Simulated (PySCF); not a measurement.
CH5Cl2NOSi, singlet, at a GFN2-xTB geometry; DF-PBE0/def2-TZVPD in PySCF.

PySCF was given this input:
```python
from pyscf import gto, scf, dft

mol = gto.M(
    atom='''
C    -2.17368902   -0.74142063   -1.22068656
O    -1.22864215    0.21688457   -0.81661473
Si    0.21570203   -0.00100957   -0.12904809
N     1.26037664   -0.89773913   -1.16081539
Cl    0.76998232    1.89429078    0.23620479
Cl    0.10039791   -1.08033313    1.56887751
H    -1.75709453   -1.38298984   -1.99823790
H    -2.47693977   -1.36029923   -0.37462833
H    -3.03690537   -0.20262464   -1.60963968
H     2.11785977   -1.28311350   -0.80050673
H     1.38542224   -0.59649750   -2.11396844
''',
    basis='def2-tzvpd',
    verbose=4,
    max_memory=1800,
)

mf = dft.RKS(mol)
mf.xc = 'pbe0'
mf = mf.density_fit(auxbasis='def2-universal-jkfit')
mf.kernel()
```

### Question
Write the output that PySCF gives for this input, abridged.

### Answer

```
PySCF version 2.14.0

[INPUT] verbose = 4
[INPUT] num. atoms = 11
[INPUT] num. electrons = 74
[INPUT] charge = 0
[INPUT] spin (= nelec alpha-beta = 2S) = 0
[INPUT] symmetry False subgroup None
[INPUT] Mole.unit = angstrom
[INPUT] Symbol           X                Y                Z      unit          X                Y                Z       unit  Magmom
[INPUT]  1 C     -2.173689020000  -0.741420630000  -1.220686560000 AA   -4.107676927774  -1.401081933802  -2.306763282337 Bohr   0.0
[INPUT]  2 O     -1.228642150000   0.216884570000  -0.816614730000 AA   -2.321797168597   0.409852437944  -1.543178188986 Bohr   0.0
[INPUT]  3 Si     0.215702030000  -0.001009570000  -0.129048090000 AA    0.407617761213  -0.001907810804  -0.243865546998 Bohr   0.0
[INPUT]  4 N      1.260376640000  -0.897739130000  -1.160815390000 AA    2.381766663400  -1.696481087005  -2.193623168280 Bohr   0.0
[INPUT]  5 Cl     0.769982320000   1.894290780000   0.236204790000 AA    1.455055705557   3.579690774489   0.446362362410 Bohr   0.0
[INPUT]  6 Cl     0.100397910000  -1.080333130000   1.568877510000 AA    0.189724553379  -2.041533738994   2.964748816890 Bohr   0.0
[INPUT]  7 H     -1.757094530000  -1.382989840000  -1.998237900000 AA   -3.320427436671  -2.613472030656  -3.776122362726 Bohr   0.0
[INPUT]  8 H     -2.476939770000  -1.360299230000  -0.374628330000 AA   -4.680737792343  -2.570592992157  -0.707944942203 Bohr   0.0
[INPUT]  9 H     -3.036905370000  -0.202624640000  -1.609639680000 AA   -5.738919415521  -0.382905075689  -3.041778154433 Bohr   0.0
[INPUT] 10 H      2.117859770000  -1.283113500000  -0.800506730000 AA    4.002174935534  -2.424733101732  -1.512738480571 Bohr   0.0
[INPUT] 11 H      1.385422240000  -0.596497500000  -2.113968440000 AA    2.618068600481  -1.127216908988  -3.994821387574 Bohr   0.0

nuclear repulsion = 475.424872124965
number of shells = 112
number of NR pGTOs = 427
number of NR cGTOs = 294
basis = def2-tzvpd
ecp = {}

******** <class 'pyscf.df.df_jk.DFRKS'> ********
method = DFRKS
initial guess = minao
damping factor = 0
level_shift factor = 0
DIIS = <class 'pyscf.scf.diis.CDIIS'>
diis_start_cycle = 1
diis_space = 8
diis_damp = 0
SCF conv_tol = 1e-09
SCF conv_tol_grad = None
SCF max_cycles = 50
direct_scf = False
XC library pyscf.dft.libxc version 7.1.2
    S. Lehtola, C. Steigemann, M. J. T. Oliveira, and M. A. L. Marques,  SoftwareX 7, 1–5 (2018)
XC functionals = pbe0
    C. Adamo and V. Barone,  J. Chem. Phys. 110, 6158 (1999)
    M. Ernzerhof and G. E. Scuseria,  J. Chem. Phys. 110, 5029 (1999)
radial grids:
    Treutler-Ahlrichs [JCP 102, 346 (1995); DOI:10.1063/1.469408] (M4) radial grids

becke partition: Becke, JCP 88, 2547 (1988); DOI:10.1063/1.454033
pruning grids: <function nwchem_prune>
grids dens level: 3
symmetrized grids: False
atomic radii adjust function: <function treutler_atomic_radii_adjust>
small_rho_cutoff = 0
Set gradient conv threshold to 3.16228e-05
Initial guess from minao.
tot grids = 148088
******** <class 'pyscf.df.df.DF'> ********
auxbasis = def2-universal-jkfit
init E= -1381.32720959844
  HOMO = -0.329474639497441  LUMO = -0.0385628936053529  gap/eV = 7.91611
cycle= 1 E= -1380.56136669793  delta_E= 0.766  |g|= 0.757  |ddm|=  2.8
  HOMO = -0.20078757181758  LUMO = 0.000874737653324699  gap/eV = 5.48751
cycle= 2 E= -1380.43515465242  delta_E= 0.126  |g|= 1.13  |ddm|= 1.51
  HOMO = -0.290824867526678  LUMO = -0.00531167376014081  gap/eV = 7.76921
cycle= 3 E= -1380.66363603259  delta_E= -0.228  |g|= 0.123  |ddm|= 0.897
  HOMO = -0.300171533491989  LUMO = -0.00583889992890379  gap/eV = 8.00920
cycle= 4 E= -1380.6662545295  delta_E= -0.00262  |g|= 0.0483  |ddm|= 0.12
  HOMO = -0.295251136122434  LUMO = -0.00541737482867569  gap/eV = 7.88678
cycle= 5 E= -1380.66665081426  delta_E= -0.000396  |g|= 0.013  |ddm|= 0.0369
  HOMO = -0.296393274604845  LUMO = -0.00537312904580444  gap/eV = 7.91906
cycle= 6 E= -1380.66668586171  delta_E= -3.5e-05  |g|= 0.00305  |ddm|= 0.0122
  HOMO = -0.296097107135771  LUMO = -0.00534406548180917  gap/eV = 7.91179
cycle= 7 E= -1380.66668728518  delta_E= -1.42e-06  |g|= 0.000828  |ddm|= 0.00291
  HOMO = -0.296203247145132  LUMO = -0.00536969500103046  gap/eV = 7.91398
cycle= 8 E= -1380.66668745308  delta_E= -1.68e-07  |g|= 0.000197  |ddm|= 0.000782
  HOMO = -0.296175978528774  LUMO = -0.00536252054425885  gap/eV = 7.91344
cycle= 9 E= -1380.6666874623  delta_E= -9.22e-09  |g|= 3.82e-05  |ddm|= 0.000204
  HOMO = -0.296176500798535  LUMO = -0.00536249346270685  gap/eV = 7.91345
cycle= 10 E= -1380.66668746263  delta_E= -3.27e-10  |g|= 1.24e-05  |ddm|= 3.82e-05
  HOMO = -0.296176838137344  LUMO = -0.00536276337113209  gap/eV = 7.91345
Extra cycle  E= -1380.66668746262  delta_E= 4.77e-12  |g|= 1.36e-05  |ddm|= 1.8e-05
converged SCF energy = -1380.66668746262
```
